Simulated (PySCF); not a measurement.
C₂H₆AlCl, charge -1, multiplicity 2. Atoms are numbered in the order given.

```xyz
10

Al     0.4522    -0.5523     0.0000
C      1.2650     0.2362     1.6656
H      2.3461     0.0180     1.7374
H      0.7914    -0.1284     2.5924
H      1.1503     1.3378     1.6504
C      1.2650     0.2362    -1.6656
H      1.1503     1.3378    -1.6504
H      0.7914    -0.1284    -2.5924
H      2.3461     0.0180    -1.7374
Cl    -1.7432     0.1113     0.0000
```
Charge -1, spin multiplicity 2.

Coordinates come from a B3LYP-D3(BJ)/def2-SVPD optimisation. The spin state was assumed, not searched. The isomer is the one that the SMILES or the coordinates give; other isomers of the formula were not compared.

Computed with M06-2X/def2-SVPD in PySCF.

Mulliken values depend strongly on the basis, most of all with diffuse functions as here. ESP charges are fitted to the potential on shells at 1.4 to 2.0 van der Waals radii. Atomic charges (e):

```csv
atom,ESP fit,meta-Löwdin,Mulliken spin
Al1,-0.41,0.30,1.01
C2,0.11,-0.61,0.00
H3,-0.10,0.07,0.00
H4,-0.08,0.08,0.00
H5,-0.01,0.07,0.03
C6,0.11,-0.61,0.00
H7,-0.01,0.07,0.03
H8,-0.08,0.08,0.00
H9,-0.10,0.07,0.00
Cl10,-0.44,-0.54,-0.05
```
